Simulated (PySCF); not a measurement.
Work out the structure from these simulated measurements.

Formula: C3H11OPSi.

* Rotational structure: rotational constants A, B, C: 3.906, 1.219, 0.994 GHz [PBE0-D3(BJ)/def2-SVP]
* UV, first state: lowest singlet excitation: 6.16 eV (201 nm, f = 0.015) [TDDFT B3LYP/def2-SVPD]
* XPS: Si2p3/2 107.1, P2p3/2 136.2, C1s 290.6 (×2), C1s 292.2, O1s 537.7, Si1s 1847.0, P1s 2149.7 eV [ΔSCF SCAN, pcX-2 on the ionised atom, pcseg-1 elsewhere, spin-free X2C, 2p3/2 from a spin–orbit splitting computed afterwards within the 2p shell]
* 1H NMR: chemical shifts (computed TMS as zero) by class: 5.42 (2 H), 3.67 (1 H), 1.61 (2 H), 1.19 (6 H) ppm [GIAO PBE0/pcSseg-1]
* 13C NMR: chemical shifts (computed TMS as zero) by class: 69.5 (1 C), 26.7 (2 C) ppm [GIAO PBE0/pcSseg-1]
* Triplet: lowest triplet excitation (Tamm–Dancoff): 5.48 eV [TDA B3LYP/def2-SVPD]

Gas-phase values; electronic properties from PySCF, density fitting. Levels stand in brackets. One conformer (not necessarily the lowest) at the PBE0-D3(BJ)/def2-SVP geometry, without solvent, vibrations or thermal averaging. NMR classes are plain means over equivalent atoms (diastereotopic ones count apart unless rotation or inversion swaps them), as if these changed places fast.

Question: Propose a structure and show how it fits.

Answer: Numbering: `[CH3:1][CH:2]([CH3:3])[O:4][SiH2:5][PH2:6]`. 3 carbons fall into 2 classes; from least to most shielded: sp3 carbon bound to oxygen [C2] (69.5 ppm), methyl carbon [C1/C3] (26.7 ppm, 2 C). Hydrogen classes from least to most shielded: 2 H on an oxygen-bound silicon, Si5 (5.42 ppm), 1 H on an sp3 carbon bound to oxygen, C2 (3.67 ppm), 2 H on a three-coordinate phosphorus, P6 (1.61 ppm, a mean of values up to 0.6 ppm apart in this geometry), 6 H on 2 methyl carbons, C1/C3 (1.19 ppm, a mean of values up to 0.7 ppm apart in this geometry). The core levels belong to: Si2p3/2 107.1 eV, oxygen-bound silicon [Si5]; P2p3/2 136.2 eV, three-coordinate phosphorus [P6]; C1s 290.6 eV, methyl carbon [C1/C3]; C1s 292.2 eV, sp3 carbon bound to oxygen [C2]; O1s 537.7 eV, silyl ether oxygen [O4]; Si1s 1847.0 eV, oxygen-bound silicon [Si5]; P1s 2149.7 eV, three-coordinate phosphorus [P6]. One atom of each topological class was ionised and stands for its class. The optimised geometry has point group C1 and is an asymmetric top. Structure: `CC(C)O[SiH2]P`. The assignments are read from this structure; whether some other isomer fits the data as well wasn't checked.

Conformer computed: `[CH3:1][CH:2]([CH3:3])[O:4][SiH2:5][PH2:6]`: C1–C2–O4–Si5 135°, C2–O4–Si5–P6 63°, H–P6–Si5–O4 177°, H–P6–Si5–O4 83°.
